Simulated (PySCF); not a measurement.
Computed properties of TiOF2, SMILES [O]=[Ti]([F])[F], multiplicity 1

TiOF2, SMILES [O]=[Ti]([F])[F], multiplicity 1. Coordinates come from a B3LYP-D3(BJ)/def2-SVP optimisation. The spin state was assumed, not searched. The values are those of a single conformer. All values are computed for the isolated molecule unless a solvent is named; none is compared with measurement here.

**Structure.** The optimised structure has Cs symmetry. All 6 harmonic modes at B3LYP-D3(BJ)/def2-SVP (PySCF) are real, so it is a minimum. With heavy atoms numbered as in [Ti:1](=[O:2])([F:3])[F:4], the shortest bond between them is Ti1–O2 at 1.594 Å and the longest Ti1–F4 at 1.778 Å.

**Vibrations.** The strongest infrared lines (harmonic, unscaled, degenerate partners summed) lie at 815 cm⁻¹ (233 km/mol, F 56 %, Ti 44 %), 1123 cm⁻¹ (206 km/mol, O 73 %, Ti 27 %), 80 cm⁻¹ (104 km/mol, Ti 49 %, F 35 %, O 15 %). The softest mode is at 80 cm⁻¹ and the zero-point energy is 4.6 kcal/mol.

**Electronic structure.** M06-2X/def2-TZVPD (PySCF) places the frontier levels at -11.56 and -2.80 eV, a gap of 8.76 eV, and gives a dipole moment of 2.35 D and a mean polarisability of 30.3 bohr³. PBE/def2-TZVPD (PySCF) at the same geometry gives -8.07 and -4.44 eV, so its gap is 5.13 eV narrower. An orbital gap is neither the optical nor the fundamental gap.

**Excitations.** TDDFT-M06-2X/def2-SVPD (PySCF) has S1 at 4.54 eV (273 nm, f = 0.003, weak); the most intense of the 10 singlets computed lies at 6.61 eV (f = 0.01). T1 (TDA) is at 4.31 eV. TDDFT-PBE/def2-SVPD (PySCF) puts S1 at 3.68 eV. No vertical singlet excitation falls in the visible range (under 3.1 eV).

**NMR.** GIAO shifts at PBE0/pcSseg-2 (PySCF) (non-relativistic, atoms alike by connectivity averaged): ¹⁹F at 235.6 ppm against CFCl3.
